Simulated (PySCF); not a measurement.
Compound: beryllium trimer, Be₃.
SMILES: `[Be]1[Be][Be]1`

Method used: PBE0-D3(BJ)/def2-SVP geometry optimisation, gas phase (PySCF).

Take the most abundant isotopes and a rigid rotor. 

Give the principal moments of inertia and the rotational constants in cm⁻¹.

Ia = 22.06, Ib = 22.11, Ic = 44.17 u·Å²; 505379 MHz·u·Å²/I gives 22909, 22859 and 11442 MHz, that is A = 0.76415, B = 0.76248, C = 0.38166 cm⁻¹.

Classify the top.

An oblate symmetric top, as the point group D3h requires two equal moments; the computed ones differ by 0.22 % because the geometry is symmetric only within the optimiser's tolerance. Ray's parameter κ = (2B − A − C)/(A − C) = 0.991; −1 is the prolate and +1 the oblate limit.

The point group D3h allows no dipole (computed: 0.00 D), so a rigid rotor has no electric-dipole lines.

Estimate the classical rotational partition function at 10 K, 25 K and 100 K.

Point group D3h, symmetry number σ = 6; q = (√π/σ)·√((kT/h)³/(ABC)), k/h = 20836.6 MHz/K: 11.5 at 10 K, 45.4 at 25 K, 363 at 100 K.

Whether it is a minimum is left open (no frequencies). Constants of a rigid frame at the computed geometry: no zero-point averaging, no centrifugal distortion.
